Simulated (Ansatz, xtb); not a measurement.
# C6H3ClO: which of two isomers lies lower

Structure a is `C#Cc1occc1Cl`, a singlet and structure b is `C#Cc1ccc(Cl)o1`, a singlet. Both are isolated molecules in the gas phase, relaxed with PBE0-D3(BJ)/def2-SVP.

a (Å):

```yaml
atoms:
  - { symbol: C, position_ang: [-0.6613, 1.6136, -3.6527] }
  - { symbol: C, position_ang: [-0.3023, 1.0287, -2.6520] }
  - { symbol: C, position_ang: [0.1262, 0.3719, -1.4822] }
  - { symbol: C, position_ang: [0.3200, -1.3193, -0.1125] }
  - { symbol: C, position_ang: [0.9943, -0.2966, 0.4882] }
  - { symbol: C, position_ang: [0.8678, 0.8051, -0.4042] }
  - { symbol: Cl, position_ang: [1.5096, 2.3697, -0.1887] }
  - { symbol: O, position_ang: [-0.2009, -0.9320, -1.2867] }
  - { symbol: H, position_ang: [-0.9798, 2.1302, -4.5394] }
  - { symbol: H, position_ang: [0.1357, -2.3508, 0.1766] }
  - { symbol: H, position_ang: [1.5171, -0.3108, 1.4407] }
```

b (Å):

```xyz
11

C    -2.1534    1.1889   -2.6843
C    -1.1817    0.8293   -2.0522
C    -0.0438    0.4056   -1.3343
C     1.1272   -0.1978   -1.7221
C     1.9016   -0.3836   -0.5432
C     1.1364    0.1236    0.4698
Cl    1.4178    0.2404    2.1369
O    -0.0280    0.5993    0.0177
H    -3.0144    1.5068   -3.2427
H     1.3914   -0.4723   -2.7403
H     2.8877   -0.8287   -0.4457
```

Energies in hartree; the thermal terms are from GFN2-xTB frequencies at re-optimised GFN2-xTB minima (ideal gas, soft modes damped towards free rotors, one conformer each, 298.15 K, 1 atm) and include the zero-point energy:

|  | a | b |
| --- | --- | --- |
| E, CCSD(T)/def2-SVP | −763.993000 | −763.993149 |
| E, MP2/def2-SVP | −763.912572 | −763.912727 |
| E, MP2/def2-TZVPP | −764.678200 | −764.678491 |
| zero-point energy | 0.067646 | 0.067576 |
| H(298 K) − E | 0.075722 | 0.075668 |
| G(298 K) − E | 0.035615 | 0.035566 |

Question: Correct the CCSD(T) difference for the basis set by the MP2 change, then work out ΔE, ΔE₀, ΔH and ΔG for a → b in kcal/mol (1 Eh = 627.51 kcal/mol) and the equilibrium ratio [b]/[a].

Answer: 1. Differences b − a: CCSD(T) −0.000149, MP2 in the small set −0.000155, MP2 in the large set −0.000291 Eh.
2. ΔE = −0.000149 + (−0.000291 − (−0.000155)) = −0.000285 Eh = −0.18 kcal/mol.
3. ΔE₀ = ΔE + ΔZPE = −0.000285 + (−0.000070) Eh = −0.22 kcal/mol.
4. ΔH = ΔE + (−0.000054) Eh = −0.21 kcal/mol.
5. ΔG = ΔE + (−0.000049) Eh = −0.21 kcal/mol, so ΔS = (ΔH − ΔG)/T = 0.0 J/(mol K).
6. kT = 0.9442 mEh, so K = [b]/[a] = exp(−ΔG/kT) = exp(+0.35) ≈ 1.4.

The two are too close for this level to say which is favoured. An error of 1 kcal/mol in ΔG would change K by a factor of 5.4. Mirror images and further conformers aren't counted.

As drawn, both hold the same kinds of bond in the same numbers.

Other levels gave ΔE = +0.8 (GFN2-xTB); +0.1 (HF/STO-3G, GFN2-xTB geometries); −0.5 (r2SCAN-D4/def2-SVP, GFN2-xTB geometries); −0.3 (PBE0-D3(BJ)/def2-SVP); −0.3 (HF/def2-SVP); −0.1 (MP2/def2-SVP); −0.1 (CCSD(T)/def2-SVP) kcal/mol. The correlated steps freeze 12 core orbitals. Programs: Ansatz 0.2.0, xtb 6.7.1.
